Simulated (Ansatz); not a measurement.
`CSSB(O)O` → B• + C• + 5 H• + 2 O• + 2 S•  (atomization)

Computed with Ansatz on PBE0-D4/def2-TZVP structures; ΔE is electronic, products minus reactants. CCSD(T)/CBS is the MP2 limit (def2-TZVPP, def2-QZVPP) plus CCSD(T) − MP2 in def2-TZVPP, frozen cores. This one scheme is used for every species, atoms too. For atomizations the MP2-based limit and the directly extrapolated one differ by several kJ/mol either way, and by 10 to 25 for some Ge, Se and Sn compounds, so smaller differences from it don't rank the levels. Functionals use def2-TZVPP. HSE06 is defined as in plane-wave codes. No spin–orbit coupling; open shells (•) take unrestricted orbitals. Spin–orbit coupling would lower the free atoms: a little for B, C, O, S. Each species was taken in one conformer, which may not be the lowest.

```tsv
level	ΔE (eV)
B97M-V	44.79
HSE06-D4	44.73
```

What does CCSD(T)/CBS give? (Best estimate.)

Computed: +44.48 eV. The listed levels differ from it by 0.31, 0.25 eV.

What do rigid-rotor, harmonic-oscillator terms from PBE0-D4/def2-TZVP frequencies (298.15 K, 1 bar) make of the CCSD(T)/CBS value? (Estimate.)

Ansatz gave: ΔZPE = -2.05 eV, ΔH = +42.89 eV, ΔS = 1181 J/(mol·K), ΔG = +39.24 eV. Open shells count their whole term as degenerate.

Largest T1 diagnostic among the species: 0.014.

The D4 term adds +0.47 eV with B3LYP and +0.25 eV with PBE0; it sums over pairs of atoms, weighted by their polarisabilities, and B3LYP, whose exchange is more repulsive, gets the larger term. At CCSD(T), def2-SVP lies −2.89 eV from the extrapolated value and def2-TZVPP −1.35 eV: correlation converges slowly with the basis, and small sets miss more of it in the bonded molecule than in its fragments. From BLYP to BHLYP (50 % exact exchange), in def2-TZVPP and without D4, ΔE moves by −1.49 eV: exact exchange takes away binding that semilocal exchange gives to molecules.

B3LYP here is the variant with VWN-RPA as its local correlation; programs differ in this.
